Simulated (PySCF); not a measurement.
# Exercise with solution: entropy of an ideal gas

Al(Cl)(OH)2 (AlClH₂O₂), SMILES [OH][Al]([OH])[Cl].

Coordinates come from a PBE0-D3(BJ)/def2-SVP optimisation. The values are those of a single conformer.

PBE0-D3(BJ)/def2-SVP in PySCF gives the harmonic wavenumbers 188, 221, 257, 330, 343, 494, 569, 591, 845, 977, 3987, 3990 cm⁻¹ and the rotational temperatures 0.3149, 0.1523, 0.1026 K. The molar mass is 96.45 g/mol, the symmetry number 1, the spin multiplicity 1.

### Question
Work out the entropy at 298.15 K and 1 atm in the rigid-rotor, harmonic-oscillator model.

### Answer

Translation (Sackur–Tetrode at 1 atm): S = R[1.5 ln M + 2.5 ln T − 1.16487] = 165.7 J/(mol K).
Rotation: q = (√π/σ) T^1.5/√(θA θB θC) = 130000, S = R[ln q + 3/2] = 110.4 J/(mol K).
Vibration: with u = 1.4388 ν/T, each mode gives R[u/(e^u − 1) − ln(1 − e^−u)]:
```json
[
 {"ν (cm⁻¹)": "188", "modes": "1", "u": "0.91", "S (J/(mol K))": "9.40"},
 {"ν (cm⁻¹)": "221", "modes": "1", "u": "1.07", "S (J/(mol K))": "8.16"},
 {"ν (cm⁻¹)": "257", "modes": "1", "u": "1.24", "S (J/(mol K))": "7.04"},
 {"ν (cm⁻¹)": "330", "modes": "1", "u": "1.59", "S (J/(mol K))": "5.27"},
 {"ν (cm⁻¹)": "343", "modes": "1", "u": "1.66", "S (J/(mol K))": "5.01"},
 {"ν (cm⁻¹)": "494", "modes": "1", "u": "2.38", "S (J/(mol K))": "2.82"},
 {"ν (cm⁻¹)": "569", "modes": "1", "u": "2.75", "S (J/(mol K))": "2.12"},
 {"ν (cm⁻¹)": "591", "modes": "1", "u": "2.85", "S (J/(mol K))": "1.95"},
 {"ν (cm⁻¹)": "845", "modes": "1", "u": "4.08", "S (J/(mol K))": "0.73"},
 {"ν (cm⁻¹)": "977", "modes": "1", "u": "4.71", "S (J/(mol K))": "0.43"}
]
```
The stiffer modes add less than 0.005 each. Sum 42.9 J/(mol K).
Spin: R ln 1 = 0.0 J/(mol K).
Total 319.0 J/(mol K); the program's own thermochemistry gives 319.0. Translation makes up 52 % and vibration 13 %. Anharmonicity, hindered rotation and orbital degeneracy are left out.
